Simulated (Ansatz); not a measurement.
Gas-phase electronic energies from Ansatz, PBE0-D4/def2-TZVP geometries. CCSD(T)/CBS adds triple-zeta CCSD(T) − MP2 to the extrapolated MP2 energy (def2 sets, frozen cores). DFT in def2-TZVPP. For Se outer-core shells are correlated without core-valence functions, which leaves a few kJ/mol of doubt a bond. Scalar relativity is left out up to krypton. One conformer a species, not always the lowest.

Reaction (formal exchange of groups at a P–Si bond): `OP[SiH2][SeH]` + silanol → `O[SiH2]PO` + `[SiH3][SeH]`

`OP[SiH2][SeH]`:

```xyz
9

O    -1.827   -0.918   -0.431
P    -1.245    0.618   -0.183
Si    0.789    0.108    0.658
Se    2.155   -0.633   -1.010
H    -2.196   -0.980   -1.315
H    -1.804    0.857    1.107
H     1.323    1.338    1.305
H     0.762   -1.013    1.632
H     2.042    0.623   -1.763
```

`O[SiH3]`:

Cartesian coordinates in Å:
```
O -0.939 -0.843 -0.222
Si 0.149 0.361 0.064
H -0.607 -1.739 -0.294
H 0.870 0.155 1.350
H -0.638 1.613 0.123
H 1.165 0.452 -1.020
```

`O[SiH2]PO`:

Cartesian coordinates in Å:
```
O -0.254 -1.707 -0.390
Si 0.450 -0.354 -1.009
P 0.455 1.262 0.576
O -1.025 0.787 1.215
H -0.954 -1.533 0.246
H -0.309 0.158 -2.183
H 1.836 -0.686 -1.423
H 1.309 0.516 1.441
H -1.506 1.557 1.527
```

`[SiH3][SeH]`:

Cartesian coordinates in Å:
```
Si -0.408 0.380 -0.144
Se 1.254 -0.525 1.127
H 0.084 0.760 -1.491
H -0.838 1.590 0.598
H -1.549 -0.557 -0.291
H 1.456 -1.648 0.202
```

```
             level  ΔE (kJ/mol)
        r2SCANh-D4          0.3
           ωB97X-V         -1.3
CCSD(T)/def2-TZVPP          0.5
SCS-MP2/def2-QZVPP          2.3
```

(1) What does CCSD(T)/CBS give? (Best estimate.)

Largest T1 diagnostic among the species: 0.013.

Results:

(1) Ansatz gave: +1.1 kJ/mol. The listed levels differ from it by -0.8, -2.4, -0.6, 1.2 kJ/mol.

At CCSD(T), def2-SVP lies −4.9 kJ/mol from the extrapolated value and def2-TZVPP −0.6 kJ/mol. Leaving LDA and LC-ωPBE aside and taking each functional with its dispersion term where it has one, the values, not all of them listed here, spread over 3.3 kJ/mol, from ωB97X-V to BHLYP-D4.
